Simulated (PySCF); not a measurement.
C3H4F2O2. Atoms are numbered in the order given.

```xyz
11

F     -1.3761     0.7274    -0.8375
C     -0.5093     0.3398     0.1118
F     -0.9894     0.8173     1.2751
C     -0.3079    -1.1778     0.1611
O      0.9184    -1.3551    -0.4912
C      1.6495    -0.2169    -0.1831
O      0.7229     0.8517    -0.1556
H     -1.1005    -1.7210    -0.3679
H     -0.2717    -1.4945     1.2206
H      2.3984    -0.0305    -0.9650
H      2.1394    -0.2993     0.8095
```
Charge 0, spin multiplicity 1.

Geometry: PBE0-D3(BJ)/def2-SVP. One conformer was computed; it need not be the lowest.

Level of theory: PBE/pcSseg-1 run with PySCF.

GIAO shieldings, no solvent; atoms listed in one row are averaged. δ = σ(ref) − σ: ¹⁹F against CFCl3 (σ = 133.6 ppm); ¹³C against TMS (σ = 182.0 ppm); ¹⁷O against H2O (σ = 334.3 ppm); ¹H against TMS (σ = 31.49 ppm), references at their B3LYP-D3(BJ)/def2-TZVP geometries, non-relativistic.

Q: Estimate the chemical shifts. (Estimate from the structure and the level; the computed values follow.)

A: 
| nucleus | atoms | count | δ (ppm) |
|---|---|---|---|
| ¹⁹F | F1 | 1 | -114.0 |
| ¹⁹F | F3 | 1 | -125.6 |
| ¹³C | C2 | 1 | 139.8 |
| ¹³C | C6 | 1 | 105.1 |
| ¹³C | C4 | 1 | 78.5 |
| ¹⁷O | O7 | 1 | 164.3 |
| ¹⁷O | O5 | 1 | 90.2 |
| ¹H | H10 | 1 | 5.90 |
| ¹H | H11 | 1 | 5.67 |
| ¹H | H8 | 1 | 4.43 |
| ¹H | H9 | 1 | 4.05 |
